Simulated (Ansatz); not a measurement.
C4H9B can be A, `B/C(C)=C/C`, or B, `CCB1CC1`.

Gas-phase electronic energies from Ansatz, PBE0-D4/def2-TZVP geometries. CBS: MP2 limit from def2 TZ/QZ plus the TZ coupled-cluster correction, frozen cores. Functionals use def2-TZVPP. B3LYP here is the variant with VWN-RPA as its local correlation; programs differ in this. One conformer a species, not always the lowest.

A:

```xyz
14

B     1.428    1.135   -1.097
C     0.308    0.337   -0.431
C    -1.019    0.083   -1.094
C     0.553   -0.147    0.806
C    -0.406   -0.944    1.617
H     1.299    1.603   -2.194
H     2.461    1.299   -0.511
H    -1.848    0.491   -0.506
H    -1.061    0.535   -2.085
H    -1.215   -0.988   -1.207
H     1.526    0.062    1.244
H    -0.701   -1.855    1.085
H    -1.331   -0.383    1.788
H     0.005   -1.230    2.585
```

B:

```xyz
14

C    -1.278    1.219    0.829
C    -0.077    0.354    1.258
B     0.449   -0.364   -0.007
C     0.368   -1.532   -0.987
C     1.294   -0.330   -1.280
H    -2.077    0.610    0.401
H    -0.989    1.962    0.082
H    -1.692    1.754    1.686
H     0.684    1.003    1.702
H    -0.406   -0.354    2.023
H    -0.506   -1.658   -1.622
H     0.844   -2.480   -0.751
H     1.021    0.323   -2.104
H     2.365   -0.505   -1.230
```

(1) Which is lower in electronic energy at CCSD(T)/CBS, and by how much? (Best estimate.)

(2) Give E(B) − E(A) in kcal/mol with PBE-D4, ωB97M-V, B3LYP-D4, MP2/def2-TZVPP, B2PLYP, PBE0-D4, r2SCAN-D4. (Best estimate.)

Largest T1 diagnostic: 0.010.

Results:

(1) The calculation gave: A, by 7.0 kcal/mol.

(2) Ansatz gave: PBE-D4 3.9, ωB97M-V 4.5, B3LYP-D4 8.2, MP2/def2-TZVPP 6.1, B2PLYP 7.5, PBE0-D4 2.6, r2SCAN-D4 4.0. None reverses the order clearly.

From PBE to PBE0 (25 % exact exchange), in def2-TZVPP and without D4, E(B) − E(A) moves by −1.2 kcal/mol. In def2-TZVPP, CCSD(T) changes the Hartree–Fock value by −2.6 kcal/mol (the triples alone add +0.8 kcal/mol) and MP2 by −4.0 kcal/mol.
